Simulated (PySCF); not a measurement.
Predicted microwave data (PBE0/def2-SVPD in PySCF (dipole) on a GFN2-xTB geometry, gas phase) for one isomer of C6H12O2:

- Rotational constants: A = 3060, B = 1166, C = 902.7 MHz
- Dipole components: |μa| = 0.66 D, |μb| = 1.68 D, |μc| = 0.17 D
- Inertial defect: -38.67 u·Å²
- κ: -0.76

Task: Which candidate fits, each taken in the one conformer that was computed?
A. `[CH3:1][C:2]1([CH3:3])[CH2:4][CH2:5][O:6][CH2:7][O:8]1` with C1–C2–C4–C5 162°, C2–C4–C5–O6 -52°, C4–C5–O6–C7 58°, C5–O6–C7–O8 -61°
B. `[CH3:1][CH2:2][CH2:3][C@@H:4]([CH:5]=[O:6])[O:7][CH3:8]` with C1–C2–C3–C4 -178°, C2–C3–C4–C5 74°, C3–C4–C5–O6 -86°, C3–C4–O7–C8 169°
C. `[CH3:1][CH2:2][CH2:3][C@H:4]([CH3:5])[C:6](=[O:7])[OH:8]` with C1–C2–C3–C4 179°, C2–C3–C4–C5 -172°, C3–C4–C6–O7 35°, C4–C6–O8–H -177°
D. `[CH3:1][C:2](=[O:3])[O:4][C:5]([CH3:6])([CH3:7])[CH3:8]` with C1–C2–O4–C5 -179° (tert-butyl acetate)

Result: B. It is CCC[C@@H](C=O)OC, an asymmetric top, point group C1. The candidates at the same level (rigid rotor, commonest isotopes):

| SMILES | A (MHz) | B (MHz) | C (MHz) | μa (D) | μb (D) | μc (D) | Δ (u·Å²) | point group | rotor |
| --- | --- | --- | --- | --- | --- | --- | --- | --- | --- |
| CC(=O)OC(C)(C)C | 3327 | 1452 | 1310 | 1.06 | 1.70 | 0.03 | -114.30 | – | asymmetric top |
| CCC[C@H](C)C(=O)O | 3011 | 1216 | 1031 | 0.25 | 0.81 | 1.43 | -93.62 | C1 | asymmetric top |
| CC1(C)CCOCO1 | 3278 | 1794 | 1609 | 1.02 | 1.44 | 1.23 | -121.69 | C1 | asymmetric top |
| CCC[C@@H](C=O)OC | 3060 | 1166 | 902.7 | 0.66 | 1.68 | 0.17 | -38.67 | C1 | asymmetric top |

`CCC[C@H](C)C(=O)O` has C 14 % too high; `CC1(C)CCOCO1` has C 78 % too high; `CC(=O)OC(C)(C)C` has C 45 % too high. No structure here is proved a minimum.
